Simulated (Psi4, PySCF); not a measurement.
The PySCF input:
```python
from pyscf import gto, scf, mp

mol = gto.M(
    atom='''
N    -1.13722207    0.20028280   -0.10649538
C     0.26362244    0.31632769    0.20402162
O     1.11258508   -0.61146689   -0.09803474
H    -1.48720697   -0.66705586    0.29036450
H    -1.66033283    0.98487706    0.26520907
H     0.62567895    1.27396809   -0.24995774
''',
    basis='6-31g*',
    spin=2,
    verbose=4,
)

mf = scf.UHF(mol)
mf.kernel()

pt = mp.MP2(mf, frozen=3)
pt.kernel()
print('E(MP2) = %.10f' % pt.e_tot)
```

Task: Write the same job for Psi4.

Result: This is not unique; one that fits is 
```
memory 2 GB

molecule {
0 3
  N    -1.13722207    0.20028280   -0.10649538
  C     0.26362244    0.31632769    0.20402162
  O     1.11258508   -0.61146689   -0.09803474
  H    -1.48720697   -0.66705586    0.29036450
  H    -1.66033283    0.98487706    0.26520907
  H     0.62567895    1.27396809   -0.24995774
}

set basis 6-31g*
set reference uhf
set freeze_core true
set mp2_type conv
set scf_type pk
set puream true
set d_convergence 1e-8

energy('mp2')
print_variables()
```

Both were run: PySCF gave -169.213845 Eh and Psi4 -169.213845 Eh, 0.000 mEh apart.
